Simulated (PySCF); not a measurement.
Correlation energy of Mg (magnesium, neutral)

[Ne] 3s2, closed-shell 1S. Calculation: PySCF 2.14, in cc-pVTZ; the non-relativistic Hamiltonian (point nucleus). Frozen: [Ne]; 2 electrons correlated.

Total MP2 correlation energy: -23.53 mhartree.

Same-spin part 0.00 and opposite-spin part -23.53 mhartree; SCS-MP2 scales them by 1/3 and 6/5 to -28.24 mhartree.

With two correlated electrons CCSD is exact within the correlated space (frozen core and kept virtual orbitals).

```json
{"level": "CCSD", "correlation energy (mhartree)": "-33.73"}
```

Diagnostics: T1 = 0.015, D1 = 0.0219, largest double amplitude 0.094.

Problem. Is a single reference adequate?

Solution. Mostly. T1 lies below 0.03, but a double amplitude of this size points to a near-degeneracy that CCSD handles and MP2 describes poorly.
